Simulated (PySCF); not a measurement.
Precursor series W F-NH2. Gas-phase values, no solvent. One relaxed conformer stands for each flexible species; it need not be the lowest.

Calculation: PBE-D3(BJ)/def2-TZVP // BP86-D3(BJ)/def2-SVP (PySCF). 

```json
[
 {"species": "0 of 6 F replaced by NH2 ([W(F)6])", "coordination number": "6", "charge on the central atom (Mulliken) (e)": "1.55", "HOMO (eV)": "-10.65", "LUMO (eV)": "[?]"},
 {"species": "1 of 6 F replaced by NH2 ([W(F)5(NH2)])", "coordination number": "6", "charge on the central atom (Mulliken) (e)": "[?]", "HOMO (eV)": "-7.85", "LUMO (eV)": "[?]"},
 {"species": "2 of 6 F replaced by NH2", "coordination number": "[?]", "charge on the central atom (Mulliken) (e)": "1.36", "HOMO (eV)": "-7.17", "LUMO (eV)": "-3.83"},
 {"species": "3 of 6 F replaced by NH2 ([W(F)3(NH2)3])", "coordination number": "[?]", "charge on the central atom (Mulliken) (e)": "1.29", "HOMO (eV)": "-6.97", "LUMO (eV)": "-3.30"},
 {"species": "4 of 6 F replaced by NH2 ([W(F)2(NH2)4])", "coordination number": "6", "charge on the central atom (Mulliken) (e)": "1.16", "HOMO (eV)": "-5.77", "LUMO (eV)": "-2.81"},
 {"species": "5 of 6 F replaced by NH2", "coordination number": "6", "charge on the central atom (Mulliken) (e)": "1.01", "HOMO (eV)": "-5.25", "LUMO (eV)": "-2.45"},
 {"species": "6 of 6 F replaced by NH2 ([W(NH2)6])", "coordination number": "6", "charge on the central atom (Mulliken) (e)": "[?]", "HOMO (eV)": "[?]", "LUMO (eV)": "-1.93"}
]
```

Task: Some entries are withheld; supply them.

Result: 
- 0 of 6 F replaced by NH2 ([W(F)6]), LUMO (eV): -5.42
- 1 of 6 F replaced by NH2 ([W(F)5(NH2)]), charge on the central atom (Mulliken) (e): 1.48
- 1 of 6 F replaced by NH2 ([W(F)5(NH2)]), LUMO (eV): -4.93
- 2 of 6 F replaced by NH2, coordination number: 6
- 3 of 6 F replaced by NH2 ([W(F)3(NH2)3]), coordination number: 6
- 6 of 6 F replaced by NH2 ([W(NH2)6]), charge on the central atom (Mulliken) (e): 1.08
- 6 of 6 F replaced by NH2 ([W(NH2)6]), HOMO (eV): -4.91
